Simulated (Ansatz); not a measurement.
Species: C$_{3}$H$_{9}$N, charge 0, singlet. C3H9N (propan-2-amine, SMILES C(C)(N)C).
B3LYP-D3(BJ)/def2-TZVP minimum from Ansatz (a quantum-chemistry and plane-wave program):
```xyz
13

C     -0.5504     1.2072     0.5695
C     -0.0176     0.1110    -0.3451
C      1.4210    -0.2554    -0.0014
N     -0.8594    -1.0820    -0.1956
H      0.0508     2.1139     0.4812
H     -0.5311     0.8728     1.6086
H     -1.5818     1.4641     0.3156
H     -0.0303     0.4966    -1.3771
H      1.7951    -1.0413    -0.6623
H      1.4813    -0.6202     1.0259
H      2.0784     0.6096    -0.1059
H     -0.5446    -1.8225    -0.8123
H     -1.8207    -0.8757    -0.4428
```
Charge 0, spin multiplicity 1.

Wanted: atomisation energy (electronic, to ground-state atoms), in kcal/mol. Open shells are spin-unrestricted; no spin-orbit coupling. CBS(X,Y): correlation extrapolated as X^-3, Hartree-Fock from the larger set. A bracket is a step between two methods taken in the basis named. The functionals are non-relativistic, so their misses hold any scalar relativity. Double hybrids freeze cores in their MP2 part. 'core' is core correlation in cc-pwCVTZ, 'X2C' scalar relativity in cc-pVTZ-DK, both at CCSD(T). For partners of very few electrons the exact lower level stands in for a higher one.

CCSD(T)/CBS(cc-pVTZ,cc-pVQZ) + [CCSDT(Q) - CCSD(T)]/cc-pVDZ + core + X2C (Ansatz) gives 1177.7 kcal/mol.

Task: How far off this value is PBE/def2-TZVPD (Ansatz), in which direction, and which of these levels come nearer: r2SCAN/def2-TZVPD, B3LYP/def2-TZVPD, wB97M-V/def2-TZVPD, B2PLYP/def2-TZVPD, CCSD(T)/CBS(cc-pVTZ,cc-pVQZ) + core + X2C?

Result: PBE gives 1190.1 kcal/mol, 12.4 kcal/mol above it. Differences of the others: r2SCAN/def2-TZVPD (Ansatz) -6.8; B3LYP/def2-TZVPD (Ansatz) -8.0; wB97M-V/def2-TZVPD (Ansatz) -0.6; B2PLYP/def2-TZVPD (Ansatz) -17.6; CCSD(T)/CBS(cc-pVTZ,cc-pVQZ) + core + X2C (Ansatz) -0.5 kcal/mol. Nearer than PBE: r2SCAN/def2-TZVPD, B3LYP/def2-TZVPD, wB97M-V/def2-TZVPD, CCSD(T)/CBS(cc-pVTZ,cc-pVQZ) + core + X2C.
